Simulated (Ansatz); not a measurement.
Two isomers of CH5AsOSi: A = `O=C([SiH3])[AsH2]`, B = `[AsH2][SiH]1CO1`.

Gas-phase electronic energies from Ansatz, PBE0-D4/def2-TZVP geometries. CCSD(T)/CBS is the MP2 limit (def2-TZVPP, def2-QZVPP) plus CCSD(T) − MP2 in def2-TZVPP, frozen cores. Functionals use def2-TZVPP. B3LYP here is the variant with VWN-RPA as its local correlation; programs differ in this. For As outer-core shells are correlated without core-valence functions, which leaves a few kJ/mol of doubt a bond. Scalar relativity is left out up to krypton.

(1) Which isomer does CCSD(T)/CBS put lower? Give the gap. (Estimate.)

(2) Give E(B) − E(A) in kcal/mol with B3LYP, CCSD(T)/def2-TZVPP, ωB97M-V, PBE-D4, PBE0-D4, B2PLYP, HF/def2-TZVPP. (Best estimate.)

Largest T1 diagnostic: 0.015.

## Answers

(1) The calculation gave: B, by 18.1 kcal/mol.

(2) Ansatz gave: B3LYP -14.3, CCSD(T)/def2-TZVPP -16.3, ωB97M-V -18.1, PBE-D4 -16.6, PBE0-D4 -19.2, B2PLYP -15.6, HF/def2-TZVPP -11.9. None reverses the order clearly.

From PBE to PBE0 (25 % exact exchange), in def2-TZVPP and without D4, E(B) − E(A) moves by −2.6 kcal/mol. In def2-TZVPP, CCSD(T) changes the Hartree–Fock value by −4.4 kcal/mol (the triples alone add +0.4 kcal/mol) and MP2 by −7.2 kcal/mol.
